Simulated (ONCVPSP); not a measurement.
## fluorine: from the effect back to the setting (ONCV)

Base potential:

- Element: F (Z = 9)
- Generator: ONCVPSP 4.0.1
- Type: optimised norm-conserving Vanderbilt (ONCV)
- Functional: PW91
- Relativity: scalar-relativistic
- Frozen core: [He]
- Valence charge: 7
- Reference configuration: 2s2 2p5
- Partial waves: 2s: rc 0.60 bohr, ncon 3, nbas 7, qcut 14.1 1/bohr, 2 projectors, debl 1.5 Ha; 2p: rc 1.45 bohr, ncon 4, nbas 7, qcut 8.5 1/bohr, 3 projectors, debl 0.7 Ha
- Local potential: polynomial inside 0.45 bohr (lpopt 3, dvloc0 6 Ha)
- Core correction: Teter function, fcfact 4.25, rcfact 1.1

Cutoffs, loose and tight: the cutoffs (Ha) at which the residual kinetic energy of the hardest occupied pseudo-wave falls to 1 and 0.1 mHa per electron. They do not see the model core or the augmentation charge, which bear on the density cutoff. Test errors are all-electron minus pseudo excitation energies from the reference, over the configurations 2s2 2p4; 2s2 2p3; 2s2 2p2; 2s2 2p1; variants that change the core or the reference have their own tests.

Only the scale of all radii but the core radius (base = 1) is moved:

| scale of all radii but the core radius (base = 1) | cutoff, loose | cutoff, tight | bound ghosts | largest test error (meV) | median size of the test errors |
| --- | --- | --- | --- | --- | --- |
| 0.8 | 363 Ha | 786 Ha | s, p | +1823 | 400.4 meV |
| 0.9 | 55 Ha | 422 Ha | s | +2501 | 574.6 meV |
| 0.97 | 58 Ha | 73 Ha | none | +3102 | 729.3 meV |
| 1.03 | 62 Ha | 76 Ha | none | +3755 | 910.2 meV |
| 1.11 | 63 Ha | 78 Ha | none | +4680 | 1161.9 meV |
| 1.31 | 61 Ha | 76 Ha | none | +6966 | 1812.3 meV |

One more run gave cutoff, loose: 62 Ha; cutoff, tight: 77 Ha; bound ghosts: none; largest test error (meV): +6123; median size of the test errors: 1570.1 meV. Which value of the scale of all radii but the core radius (base = 1) was used?

1.24. The median size of the test errors moves one way along this sweep, from 400.4 meV at 0.8 to 1812.3 meV at 1.31, which places the run between 1.11 and 1.31.
